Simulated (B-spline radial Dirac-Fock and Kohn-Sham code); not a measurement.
## X-ray emission lines of Pt⁵⁺

System: platinum as Pt⁵⁺, configuration [Xe] 4f14 5d5.

The computed values come from a radial atomic solver: Dirac-Fock ΔSCF + Breit + QED. A line energy is the difference of two single-hole energies; the list is a selection of electric-dipole transitions between resolved j subshells. The model has no electron correlation.

```csv
line,energy (eV),wavelength (Å)
K-N3,77866.5,0.15923
K-N2,77775.7,0.15941
K-M3,75739.1,0.16370
K-M2,75359.0,0.16452
K-L3,66826.2,0.18553
K-L2,65116.8,0.19040
L1-O3,13840.8,0.89579
L1-N3,13363.9,0.92776
L1-N2,13273.0,0.93411
L2-N4,12940.0,0.95815
L2-N1,12542.7,0.98850
L3-O1,11461.2,1.0818
```
